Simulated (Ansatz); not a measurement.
Relaxation of the cluster Be3S3 with RKS r2SCAN-D4/def2-SVP.

```sh
$ ansatz run in.yaml --threads 2 --pin off --events-out ev --progress --plain --max-ram 4352MiB
```

```yaml
crystal:
  periodic: [false, false, false]
  atoms:
    - {symbol: Be, position_ang: [1.265780, -1.071900, 0.070810]}
    - {symbol: Be, position_ang: [0.048270, 0.899550, 0.495770]}
    - {symbol: Be, position_ang: [-0.485320, -1.118020, -0.832760]}
    - {symbol: S, position_ang: [-1.727150, -0.032520, 0.403890]}
    - {symbol: S, position_ang: [-0.885570, 0.853780, -1.280900]}
    - {symbol: S, position_ang: [1.783990, 0.469110, 1.143200]}
basis:
  gaussian: {orbitals: def2-SVP}
hamiltonian: {xc: r2scan, dispersion: d4}
scf: {omitted_lower_state_checks: [starts]}
output: {orbitals: {seedname: orbitals}}
relax: {f_tol: 0.02, max_steps: 100}
```

Hardware: 2 threads of Arm Neoverse V2 on a shared host. Wall time 18 s.

Positions (Å) and forces (eV/Å) at steps 1, 2, 3, 4, 6 of 6:

```xyz
6
step=1 energy=-33698.5402 eV
Be    1.266   -1.072    0.071    0.703   -0.083    0.309
Be    0.048    0.900    0.496    0.627   -0.130    0.247
Be   -0.485   -1.118   -0.833    0.215   -0.462   -0.136
S    -1.727   -0.033    0.404   -2.067   -0.595    1.475
S    -0.886    0.854   -1.281   -0.212    1.350   -2.217
S     1.784    0.469    1.143    0.734   -0.081    0.321
6
step=2 energy=-33698.8863 eV
Be    1.374   -1.111    0.105   -0.002    0.265    0.137
Be    0.056    0.811    0.454    0.401   -0.102    0.149
Be   -0.459   -1.059   -0.789    0.127   -0.288   -0.087
S    -1.834   -0.010    0.408   -0.766   -0.202    0.437
S    -0.961    0.908   -1.336   -0.155    0.436   -0.775
S     1.824    0.462    1.158    0.396   -0.109    0.139
6
step=3 energy=-33698.9238 eV
Be    1.373   -1.036    0.143   -0.022   -0.717   -0.389
Be    0.108    0.718    0.432   -0.521    0.211   -0.149
Be   -0.459   -1.062   -0.790   -0.182    0.162   -0.006
S    -1.886    0.002    0.404   -0.045   -0.133    0.047
S    -1.002    0.931   -1.361    0.048   -0.037   -0.135
S     1.867    0.447    1.172    0.721    0.513    0.631
6
step=4 energy=-33698.9619 eV
Be    1.380   -1.061    0.133   -0.013   -0.065   -0.041
Be    0.097    0.739    0.438   -0.006    0.014    0.005
Be   -0.474   -1.053   -0.792    0.016    0.036    0.027
S    -1.893   -0.007    0.401   -0.033   -0.027    0.018
S    -1.005    0.925   -1.371    0.000    0.007   -0.046
S     1.893    0.457    1.190    0.036    0.036    0.037
6
step=6 energy=-33698.9624 eV
Be    1.381   -1.065    0.132   -0.002   -0.003   -0.002
Be    0.097    0.742    0.440    0.000   -0.005   -0.002
Be   -0.472   -1.048   -0.789    0.004   -0.001    0.002
S    -1.895   -0.010    0.401   -0.001    0.002    0.001
S    -1.006    0.924   -1.374   -0.001    0.002    0.001
S     1.895    0.456    1.190   -0.001    0.004    0.002
```

Another isomer (singlet) lies 3.77 eV lower at PBE0-D4/def2-TZVP; other spin states weren't run for this one.
